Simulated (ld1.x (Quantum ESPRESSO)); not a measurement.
# arsenic (As): excitation energies, all-electron against RRKJ

arsenic (As), norm-conserving RRKJ (Kleinman–Bylander form), made with ld1.x (Quantum ESPRESSO) 7.5 (LDA (PZ), scalar-relativistic). Core [Ar] 3d10, reference 4s2 4p2 (charge +1). Waves: 4p (bound): rc 2.00 bohr; 4d channel at -0.05 Ry: rc 2.15 bohr; 4s (bound): rc 1.15 bohr. Local part: the s channel. Core correction: a·sin(br)/r model core, default radius (core density twice the valence density).

Energies are relative to the spin-unpolarised reference configuration 4s2 4p2; without spin polarisation the order of configurations can differ from experiment. Spin-polarised rows fill each open shell by Hund’s rule, majority spin first.

| valence configuration | charge | ΔE all-electron (eV) | error AE − PS (meV) |
| --- | --- | --- | --- |
| 4s2 4p3 | 0 | -9.325 | -2.7 |
| 4s2 4p1 | +2 | 18.162 | -8.5 |
| 4s2 4p0 | +3 | 46.203 | -24 |
| 4s0 4p5 | 0 | 9.880 | -73 |
| 4s2 4p2.5 | +0.5 | -5.689 | -0.3 |
| 4s2 4p3.3 | -0.3 | -10.603 | -4.6 |
| 4s1 4p4 | 0 | 0.157 | -16 |
| 4s2 4p2 (spin-polarised) | +1 | -0.729 | +11 |
| 4s2 4p3 (spin-polarised) | 0 | -10.650 | +11 |

Note: ghost state, extra bound levels that the all-electron valence spectrum of the same l lacks: p at -447.3 eV. A true bound ghost makes a file unfit for plane-wave use.
